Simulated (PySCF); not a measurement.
Results of a calculation; reference values are marked as such.
**AlSi2H6O5(-)**

The system: AlSi2H6O5(-), a molecule drawn as a unit of a network glass or zeolite (built as: Si Si Al, H ends, O bridges); charge -1, singlet. The structure, one conformer, was relaxed in the gas phase by PBE0-D3(BJ)/def2-SVP. No frequency run checks that it is a minimum.

SMILES: [OH][Al-]1([OH])[O][SiH2]O[SiH2][O]1

```xyz
14

O     2.812    0.360   -0.663
Al    1.445   -0.454    0.060
O     2.023   -1.888    0.874
O     0.178   -0.833   -1.162
Si   -1.368   -0.405   -1.328
O    -1.878    0.604   -0.093
Si   -0.992    1.144    1.221
O     0.534    0.624    1.179
H     2.602    1.161   -1.144
H     1.357   -2.389    1.344
H    -1.621    0.332   -2.616
H    -2.292   -1.592   -1.325
H    -1.721    0.676    2.453
H    -1.084    2.646    1.214
```
(Å; atoms numbered from 1)

Shieldings: GIAO PBE0/aug-pcSseg-1.  Core levels by delta-SCF with SCAN, aug-pcX-2 on the ionised atom and aug-pcseg-1 elsewhere, spin-free X2C (2p3/2 is the spin-free 2p value less a third of a first-order spin-orbit splitting); from the vacuum level, for chosen atoms.

(1) Give the shieldings and core levels atom by atom.

(2) Which of O1, O6, O8 holds its core electrons tightest, and by how much against the loosest?

(3) By CAM-B3LYP/def2-SVPD (TDDFT singlets, Tamm-Dancoff triplets, ionisation by delta-SCF), where does absorption start, and what does vertical ionisation take?

Results:

(1) 
```
  atoms    bonded to  σ (ppm)  δ (ppm)  core level (eV)
  O1 O3   1 Al + 1 H    313.2        -        1s 533.07
    Al2          4 O    503.8        -      2p3/2 75.39
  O4 O8  1 Al + 1 Si    231.9        -        1s 532.64
Si5 Si7    2 O + 2 H    396.6        -     2p3/2 103.61
     O6         2 Si    220.1        -        1s 533.73
 H9 H10          1 O    32.62        -                -
    H11         1 Si    25.99        -                -
    H12         1 Si    25.98        -                -
    H13         1 Si    25.96        -                -
    H14         1 Si    26.00        -                -
```

Values are those of this one static structure; atoms that internal rotation interchanges would show their mean in an NMR spectrum.

(2) O6 (bonded to 2 Si), by 1.09 eV over O8 (bonded to 1 Al + 1 Si).

(3) The first singlet with intensity lies at 6.63 eV (f 0.065); what lies below it is dark. The lowest singlet lies at 6.27 eV (f 0.000), the strongest of the first 6 at 7.31 eV (f 0.134), the lowest triplet at 6.07 eV; vertical ionisation takes 6.02 eV.

Excited states of gas-phase anions may lie above the detachment limit and hang on the basis.

The 3 runs behind this took 5.4 min in all, one thread each of Intel Xeon 6975P-C on a shared host, launched as `OMP_NUM_THREADS=1 python cluster_run.py task.json out`.
